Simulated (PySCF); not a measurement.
Bonding in `N#CC1=C[C@@H](C#N)C[SiH2]1`

Compound: C₆H₆N₂Si.
Atom-mapped SMILES: `[N:1]#[C:2][C:3]1=[CH:4][C@@H:5]([C:6]#[N:7])[CH2:8][SiH2:9]1` (hydrogens: H10 on C4; H11 on C5; H12, H13 on C8; H14, H15 on Si9)

Cartesian coordinates in Å at the GFN2-xTB level; atoms count from 1:
```xyz
15
C6H6N2Si angstrom
N      3.601   -1.212   -0.724
C      2.528   -0.843   -0.549
C      1.244   -0.347   -0.301
C      0.147   -0.801   -0.916
C     -1.174   -0.189   -0.539
C     -1.905   -1.163    0.241
N     -2.476   -1.922    0.877
C     -0.954    1.093    0.292
Si     0.846    1.031    0.939
H      0.150   -1.600   -1.645
H     -1.768    0.010   -1.440
H     -1.693    1.160    1.089
H     -1.107    1.962   -0.349
H      1.591    2.262    0.684
H      0.965    0.567    2.320
```

Bond orders from the PBE0/pcSseg-1 density (PySCF). One conformer (not necessarily the lowest) at the GFN2-xTB geometry, without solvent, vibrations or thermal averaging.

(1) How far do the computed orders between heavy atoms stray from the drawn ones?

(2) Set the Mayer orders of the bonds beside their lengths.

Results:

(1) The largest departure is 0.217, at Si9–C3 (drawn single, 0.783). Drawn single, order below 0.88: Si9–C3 (0.783).

(2) 
```csv
bond,drawn as,length (Å),Mayer order
N1–C2,triple,1.148,3.010
C2–C3,single,1.398,1.066
C3–C4,double,1.337,1.791
C4–C5,single,1.503,1.022
C5–C6,single,1.447,0.944
C6–N7,triple,1.143,3.052
C5–C8,single,1.544,0.990
C8–Si9,single,1.913,0.893
Si9–C3,single,1.897,0.783
C4–H10,single,1.082,0.973
C5–H11,single,1.098,0.913
C8–H12,single,1.089,0.948
C8–H13,single,1.090,0.941
Si9–H14,single,1.461,0.954
Si9–H15,single,1.461,0.951
```

By pair of heavy elements: C–N: lowest N1–C2 (3.010, 1.148 Å), highest C6–N7 (3.052, 1.143 Å). C–C: lowest C5–C6 (0.944, 1.447 Å), highest C3–C4 (1.791, 1.337 Å); in 2 of the 10 pairs the longer bond (by over 0.003 Å) has the higher order (by 0.02 or more). C–Si: lowest Si9–C3 (0.783, 1.897 Å), highest C8–Si9 (0.893, 1.913 Å); in 1 of the 1 pairs the longer bond (by over 0.003 Å) has the higher order (by 0.02 or more).

Problem. Sum the orders of all bonds at each heavy atom with more than one neighbour and set the sums beside the valence in the SMILES.

Solution. C2 4.076 (drawn 4), C3 3.640 (drawn 4), C4 3.786 (drawn 4), C5 3.869 (drawn 4), C6 3.996 (drawn 4), C8 3.772 (drawn 4), Si9 3.581 (drawn 4). Orders between atoms that aren't bonded are not in these sums.

The Mayer order sums products of elements of PS (density times overlap matrix) between the two atoms' basis functions, so it depends on the basis set.

The run behind these numbers computed NMR shieldings as well. On an Arm Neoverse V1 with one thread, shared host with 32 logical CPUs at a one-minute load of 14, this took 33 s of wall time and 0.84 GiB of memory at its peak.
